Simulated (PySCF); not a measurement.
Cobalt: a sound run and one with changed settings

Sound run: Co⁺ [Ar] 3d8, Co²⁺ [Ar] 3d7. All numbers are calculated (PySCF 2.14, scalar relativity by spin-free X2C-1e, in aug-cc-pVDZ-DK (7s6p4d2f, 59 functions)). In the sound run the correlated levels freeze [Ar]. The sound run starts from symmetry-adapted Hartree-Fock orbitals and uses a fine grid where one is needed.

Changed run: initial guess 1e, at most 50 SCF cycles, level shift 0.5 hartree.

| species | method | sound run (hartree) | changed run (hartree) | converged |
| --- | --- | --- | --- | --- |
| Co⁺ | UHF | -1391.57516 | -1391.57516 | yes |
| Co⁺ | B3LYP | -1392.99031 | -1392.99031 | yes |
| Co⁺ | PBE0 | -1392.72218 | -1392.72218 | yes |
| Co⁺ | MP2 | -1391.82053 | -1391.77856 | yes |
| Co²⁺ | UHF | -1391.05154 | -1391.05154 | yes |
| Co²⁺ | B3LYP | -1392.35005 | -1392.35005 | yes |
| Co²⁺ | PBE0 | -1392.09447 | -1392.09447 | yes |
| Co²⁺ | MP2 | -1391.20376 | -1391.18170 | yes |

Ionisation energy of Co⁺:

```json
{"method": "UHF", "sound run (eV)": "14.248", "changed run (eV)": "14.248"}
{"method": "B3LYP", "sound run (eV)": "17.423", "changed run (eV)": "17.423"}
{"method": "PBE0", "sound run (eV)": "17.081", "changed run (eV)": "17.081"}
{"method": "MP2", "sound run (eV)": "16.783", "changed run (eV)": "16.241"}
{"method": "SCS-MP2", "sound run (eV)": "16.645", "changed run (eV)": "16.141"}
```

A level shift leaves the converged SCF energy unchanged but raises the virtual orbital energies, which shrinks MP2 if it is not removed.

For comparison, NIST gives 17.084 eV between the lowest levels.
